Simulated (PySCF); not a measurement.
Cl4HSi2, charge +1, multiplicity 1.

```xyz
7

Cl     1.9098    -2.0422    -0.5559
Si     0.9748    -0.3004    -0.2431
Cl     2.1066     1.1523     0.5366
Si    -1.3977    -0.0236    -0.4649
Cl    -1.9101    -0.7706     1.3640
Cl    -1.6480     1.9762    -0.6674
H     -1.8686    -0.8312    -1.6030
```
Charge +1, spin multiplicity 1.

Coordinates come from a B3LYP-D3(BJ)/def2-SVP optimisation. The multiplicity is an assumed one; no other spin state was optimised. The isomer is the one that the SMILES or the coordinates give; other isomers of the formula were not compared. Other conformers were not sampled.

The numbers are results of KT2/pcSseg-1 run with PySCF, not measurements. Non-relativistic, no solvent.

Problem. Give the absolute GIAO shielding of each atom: isotropic value and principal components (ppm). (An estimate is asked for; the answer gives what the named calculation found.)

Solution. 
```tsv
atom	σ(iso)	σ11	σ22	σ33	span
Cl1	512.0	169.1	675.7	691.1	522.1
Si2	189.2	123.8	185.9	258.0	134.2
Cl3	519.0	145.1	672.3	739.7	594.6
Si4	343.4	279.3	358.6	392.4	113.1
Cl5	767.7	601.0	809.3	892.9	292.0
Cl6	775.0	635.5	797.7	891.8	256.3
H7	24.4	20.9	22.2	30.2	9.3
```
